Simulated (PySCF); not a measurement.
Compound: C₄H₅F₄O (doublet state).
Structure used (GFN2-xTB), in Å, numbered top down from 1:
```xyz
14
C4H5F4O angstrom
C      1.8196   -0.5927    0.5692
O      1.0820    0.6080    0.6722
C      0.3702    0.9300   -0.4823
C     -0.8380    0.0816   -0.6964
F     -1.3683    0.0792   -1.9292
C     -1.8011   -0.2396    0.4010
F     -1.2823   -1.0876    1.3041
F     -2.9217   -0.7964   -0.0604
F     -2.1693    0.8568    1.1026
H      2.3080   -0.7296    1.5303
H      2.5738   -0.5203   -0.2228
H      1.1630   -1.4445    0.3658
H      0.0662    1.9835   -0.3489
H      0.9971    0.8712   -1.3876
```

The hyperfine couplings belong to this conformer and change with its torsions.

As a line formula: `FC(F)(F)[C](COC)F` [radical].

Method: PySCF 2.14.0, UKS B3LYP, pcH-1 on C F H O, non-relativistic, mean-field spin-orbit, GIAO. One conformer (not necessarily the lowest) at the GFN2-xTB geometry, without solvent, vibrations or thermal averaging. The geometry wasn't refined by DFT: couplings that depend on bond lengths, twists or pyramidal angles can differ widely from those at the functional's own minimum. Stability of the SCF solution: not tested.

(1) Predict the first-order ENDOR lines of C4, C3, C6, F5, F7/F8/F9, H13/H14 and H10/H11/H12 under fast tumbling at B = 331.9 mT (X band).

(2) Which pairs are centred on the nuclear Larmor frequency, and which on half the coupling?

(3) At what field would the lower line of C4 fall to zero frequency?

Results:

(1) For S = 1/2 in fast tumbling each set of equivalent nuclei gives two lines, ν± = |νn ± a/2| to first order, with νn = g_N μN B/h and μN/h = 7.62259 MHz/T.

```json
{"nuclei": "C4", "isotope": "13C", "g_N": "1.4048", "νn (MHz)": "3.55", "a_iso (MHz)": "163.02", "lower line (MHz)": "77.96", "upper line (MHz)": "85.07"}
{"nuclei": "C3", "isotope": "13C", "g_N": "1.4048", "νn (MHz)": "3.55", "a_iso (MHz)": "-28.30", "lower line (MHz)": "10.59", "upper line (MHz)": "17.70"}
{"nuclei": "C6", "isotope": "13C", "g_N": "1.4048", "νn (MHz)": "3.55", "a_iso (MHz)": "-22.47", "lower line (MHz)": "7.68", "upper line (MHz)": "14.79"}
{"nuclei": "F5", "isotope": "19F", "g_N": "5.2577", "νn (MHz)": "13.30", "a_iso (MHz)": "160.61", "lower line (MHz)": "67.00", "upper line (MHz)": "93.61"}
{"nuclei": "F7/F8/F9", "isotope": "19F", "g_N": "5.2577", "νn (MHz)": "13.30", "a_iso (MHz)": "62.48", "lower line (MHz)": "17.94", "upper line (MHz)": "44.54"}
{"nuclei": "H13/H14", "isotope": "1H", "g_N": "5.5857", "νn (MHz)": "14.13", "a_iso (MHz)": "80.26", "lower line (MHz)": "26.00", "upper line (MHz)": "54.26"}
{"nuclei": "H10/H11/H12", "isotope": "1H", "g_N": "5.5857", "νn (MHz)": "14.13", "a_iso (MHz)": "0.64", "lower line (MHz)": "13.81", "upper line (MHz)": "14.45"}
```

The rows for 13C, of low natural abundance, apply to labelled samples.

(2) Centred on νn, since |a| < 2νn: H10/H11/H12. Centred on |a|/2 and split by 2νn: C4, C3, C6, F5, F7/F8/F9 and H13/H14.

(3) Where νn = |a|/2, that is B = 81.51 MHz/(1.4048 × 7.62259 MHz/T) = 7610 mT, as far as first order holds there.

Nuclei that the bonding pattern makes equivalent are averaged, as if the motion that swaps them (rotation, inversion, ring flip) were fast. The three 19F nuclei of mean +62.5 MHz run from -4.5 to 126.8 MHz in the frozen geometry. The 1H value of +80.3 MHz is a mean of couplings from 33.1 to 127.4 MHz in this one geometry, not an average over conformers.
